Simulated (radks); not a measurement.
The numbers below are computed, except where a source is named.
Mean orbital radii <r> (bohr) of neutral carbon, [He] 2s2 2p2, at several levels of relativity; Dirac values are averaged over j with weights 2j + 1. Spin-unpolarised spherical Kohn-Sham, PBEsol, point nucleus unless stated (finite: rms radius 2.4702 fm), a radial shooting solver on a logarithmic mesh with Libxc functionals. A level marked "c x" has the speed of light scaled by that factor and shares open shells by 2j + 1; other Dirac levels either fill j = l - 1/2 first or share by 2j + 1.

[
 {"shell": "1s", "non-rel.": "0.2715", "scalar-rel., finite nucleus": "0.2713", "Dirac, c x 0.85": "0.2713", "Dirac, c x 3": "0.2715", "change of magnitude, last against first (%)": "-0.01"},
 {"shell": "2s", "non-rel.": "1.577", "scalar-rel., finite nucleus": "1.576", "Dirac, c x 0.85": "1.576", "Dirac, c x 3": "1.577", "change of magnitude, last against first (%)": "-0.01"},
 {"shell": "2p", "non-rel.": "1.799", "scalar-rel., finite nucleus": "1.800", "Dirac, c x 0.85": "1.800", "Dirac, c x 3": "1.799", "change of magnitude, last against first (%)": "0.00"}
]
